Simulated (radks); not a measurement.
Problem. The table gives one normalised radial function P(r) = r R(r) of Yb41+ in [Ar] 3d10 4s1 (r in bohr). All-electron calculation, scalar-relativistic Kohn-Sham, LDA (Slater exchange, Perdew-Wang correlation), spin-unpolarised, spherical densities, point nucleus. Program: a radial shooting solver on a logarithmic mesh with Libxc functionals.

| r | P |
|---|---|
| 0.002562 | 0.0004 |
| 0.003309 | 0.0008 |
| 0.00424 | 0.0015 |
| 0.005477 | 0.0030 |
| 0.007075 | 0.0059 |
| 0.00914 | 0.0118 |
| 0.01181 | 0.0232 |
| 0.01513 | 0.0441 |
| 0.01954 | 0.0840 |
| 0.02525 | 0.1562 |
| 0.03261 | 0.2809 |
| 0.04179 | 0.4765 |
| 0.05398 | 0.7803 |
| 0.06973 | 1.1944 |
| 0.09007 | 1.6801 |
| 0.1164 | 2.1270 |
| 0.1491 | 2.3598 |
| 0.1926 | 2.2407 |
| 0.2488 | 1.7409 |
| 0.3214 | 1.0499 |
| 0.4118 | 0.4721 |
| 0.532 | 0.1370 |
| 0.6872 | 0.0231 |
| 0.8877 | 0.0019 |
| 1.147 | 0.0001 |
| 1.469 | 0.0000 |
| 1.898 | 0.0000 |

Which n and l does it have? It may be an empty orbital.

Solution. n = 3, l = 2: the number of nodes gives n - l - 1 = 0, the rise at small r (about r^(l+1), flatter next to the nucleus through relativity) gives l, and the extent must fit the shell. The curve is that of 3d. 3d: eigenvalue -3337.3 eV, 0 radial nodes, <r> = 0.190 bohr, 90 % of the charge inside 0.294 bohr.
